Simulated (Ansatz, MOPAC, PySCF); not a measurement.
Species: C3H8O2Si, net charge 0, singlet state. SMILES: C[SiH](C)OC=O
Coordinates optimised at B3LYP-D3(BJ)/def2-TZVP (Ansatz, an electronic-structure program):
```
Si
O 1 1.7117
C 2 1.3320 1 122.84
O 3 1.2022 2 125.40 1 0.00
H 3 1.0987 4 123.66 2 180.00
H 1 1.4790 2 101.29 3 -180.00
C 1 1.8607 6 110.82 2 116.63
H 7 1.0904 1 110.77 6 -178.32
H 7 1.0916 8 108.50 1 -122.23
H 7 1.0929 8 108.44 9 -116.83
C 1 1.8607 6 110.82 2 -116.63
H 11 1.0904 1 110.77 6 178.32
H 11 1.0916 12 108.50 1 122.23
H 11 1.0929 12 108.44 13 116.83
```
Charge 0, spin multiplicity 1.

Unscaled harmonic wavenumbers (cm⁻¹) in rising order, each level at the stationary point that it reaches from this structure (no distance between atoms moves by over 0.3 Å); the order of modes can differ between levels, and a negative number is imaginary. B3LYP-D3(BJ)/def2-TZVP (PySCF, at the structure above): 74, 136, 148, 157, 161, 203, 266, 310, 616, 638, 706, 709, 714, 793, 813, 870, 909, 931, 1054, 1224, 1293, 1297, 1401, 1451, 1460, 1461, 1472, 1769, 2238, 3024, 3033, 3034, 3099, 3100, 3119, 3120.

PM3 (MOPAC): 59, 91, 98, 143, 152, 203, 255, 284, 578, 611, 644, 662, 763, 795, 811, 860, 868, 896, 936, 1050, 1305, 1313, 1403, 1403, 1406, 1407, 1420, 1908, 1961, 2956, 3127, 3127, 3130, 3130, 3225, 3225. Zero-point energy 66.1 against 66.9 kcal/mol; where all levels lie over 400 cm⁻¹, the wavenumbers are on average 0.979 times those of B3LYP-D3(BJ)/def2-TZVP.

B3LYP/6-31G* (Ansatz): 76, 134, 139, 147, 162, 200, 259, 311, 605, 644, 699, 710, 717, 802, 818, 890, 928, 942, 1051, 1237, 1329, 1334, 1420, 1483, 1491, 1494, 1505, 1805, 2259, 3050, 3051, 3059, 3120, 3120, 3144, 3145. Zero-point energy 67.6 against 66.9 kcal/mol; where all levels lie over 400 cm⁻¹, the wavenumbers are on average 1.011 times those of B3LYP-D3(BJ)/def2-TZVP.
